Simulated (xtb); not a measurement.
silanone (H2OSi), singlet, at a GFN2-xTB geometry; GFN2-xTB (xtb).

Here is a job for xtb.
```
$ xtb mol.xyz --gfn 2 --acc 1000 --json

# file mol.xyz
4

Si     0.06685327    -0.42675674     0.00274181
O     -0.16591088     1.05908930    -0.00680439
H     -0.98465592    -1.43401683    -0.00031696
H      1.37599714    -1.06410322     0.01636676
```

**Question.** Predict the main parts of the log of this xtb run.

**Answer.** 
```
   ID    Z sym.   atoms
    1   14 Si     1
    2    8 O      2
    3    1 H      3, 4

           -------------------------------------------------
          |                Calculation Setup                |
           -------------------------------------------------

           -------------------------------------------------
          |                 G F N 2 - x T B                 |
           -------------------------------------------------

          ...................................................
          :                      SETUP                      :
          :.................................................:
          :  # basis functions                  16          :
          :  # atomic orbitals                  15          :
          :  # shells                            7          :
          :  # electrons                        12          :
          :  max. iterations                   250          :
          :  Hamiltonian                  GFN2-xTB          :
          :  restarted?                      false          :
          :  GBSA solvation                  false          :
          :  PC potential                    false          :
          :  electronic temp.          300.0000000     K    :
          :  accuracy                 1000.0000000          :
          :  -> integral cutoff          0.2000000E+02      :
          :  -> integral neglect         0.1000000E-04      :
          :  -> SCF convergence          0.1000000E-02 Eh   :
          :  -> wf. convergence          0.1000000E+00 e    :
          :  Broyden damping             0.4000000          :
          :  net charge                          0          :
          :  unpaired electrons                  0          :
          ...................................................

 iter      E             dE          RMSdq      gap      omega  full diag
   1     -6.8646236 -0.686462E+01  0.189E+01    5.42       0.0  T
   2     -6.9179954 -0.533718E-01  0.152E+01    4.35       1.0  T
   3     -6.9081207  0.987469E-02  0.425E+00    5.02       1.0  T
   4     -6.9239711 -0.158504E-01  0.152E+00    4.43       1.0  T
   5     -6.9155659  0.840518E-02  0.211E+00    5.25       1.0  T
   6     -6.9268065 -0.112407E-01  0.253E-01    4.76       1.0  T
   7     -6.9266783  0.128278E-03  0.306E-01    4.82       1.0  T
   8     -6.9268065 -0.128280E-03  0.390E-02    4.77       1.3  T

   *** convergence criteria satisfied after 8 iterations ***

         :::::::::::::::::::::::::::::::::::::::::::::::::::::
         ::                     SUMMARY                     ::
         :::::::::::::::::::::::::::::::::::::::::::::::::::::
         :: total energy              -6.869668343367 Eh    ::
         :: gradient norm              0.000066686776 Eh/a0 ::
         :: HOMO-LUMO gap              4.767284558073 eV    ::
         ::.................................................::
         :: SCC energy                -6.926806510984 Eh    ::
         :: -> isotropic ES            0.030593635111 Eh    ::
         :: -> anisotropic ES          0.009543811348 Eh    ::
         :: -> anisotropic XC         -0.014356346501 Eh    ::
         :: -> dispersion             -0.001301709082 Eh    ::
         :: repulsion energy           0.057138167617 Eh    ::
         :: add. restraining           0.000000000000 Eh    ::
         :: total charge               0.000000000000 e     ::
         :::::::::::::::::::::::::::::::::::::::::::::::::::::

           -------------------------------------------------
          |                Property Printout                |
           -------------------------------------------------

    * Orbital Energies and Occupations

         #    Occupation            Energy/Eh            Energy/eV
      -------------------------------------------------------------
         1        2.0000           -0.7412814             -20.1713
         2        2.0000           -0.5882396             -16.0068
         3        2.0000           -0.4704594             -12.8019
         4        2.0000           -0.4656797             -12.6718
         5        2.0000           -0.4557878             -12.4026
         6        2.0000           -0.4239286             -11.5357 (HOMO)
         7                         -0.2487341              -6.7684 (LUMO)
         8                         -0.1458423              -3.9686
         9                         -0.1189913              -3.2379
        10                         -0.0808225              -2.1993
        11                         -0.0634749              -1.7272
        12                          0.0511478               1.3918
        13                          0.5706808              15.5290
        14                          0.7924937              21.5649
        15                          0.9210384              25.0627
      -------------------------------------------------------------
                  HL-Gap            0.1751945 Eh            4.7673 eV
             Fermi-level           -0.3363313 Eh           -9.1520 eV

     #   Z          covCN         q      C6AA      α(0)
     1  14 Si       2.612     0.470   176.558    29.170
     2   8 O        0.771    -0.357    20.871     6.123
     3   1 H        0.920    -0.056     4.255     3.226
     4   1 H        0.920    -0.056     4.255     3.226

 Mol. C6AA /au·bohr⁶  :        465.685065
 Mol. C8AA /au·bohr⁸  :      21071.174247
 Mol. α(0) /au        :         41.745731

Wiberg/Mayer (AO) data.
largest (>0.10) Wiberg bond orders for each atom

 ---------------------------------------------------------------------------
     #   Z sym  total        # sym  WBO       # sym  WBO       # sym  WBO
 ---------------------------------------------------------------------------
     1  14 Si   4.068 --     2 O    2.262     3 H    0.903     4 H    0.903
     2   8 O    2.350 --     1 Si   2.262
     3   1 H    0.997 --     1 Si   0.903
     4   1 H    0.997 --     1 Si   0.903
 ---------------------------------------------------------------------------

Topologies differ in total number of bonds
Writing topology from bond orders to xtbtopo.mol

molecular dipole:
                 x           y           z       tot (Debye)
 q only:        0.129      -0.826       0.005
   full:        0.230      -1.466       0.009       3.773
molecular quadrupole (traceless):
                xx          xy          yy          xz          yz          zz
 q only:        0.278       0.280      -1.464      -0.009       0.016       1.186
  q+dip:        0.782       0.226      -0.628       0.006       0.004      -0.155
   full:        0.298       0.617      -3.548      -0.026       0.040       3.250

           -------------------------------------------------
          | TOTAL ENERGY               -6.869668343367 Eh   |
          | GRADIENT NORM               0.000066686776 Eh/α |
          | HOMO-LUMO GAP               4.767284558073 eV   |
           -------------------------------------------------

normal termination of xtb
```
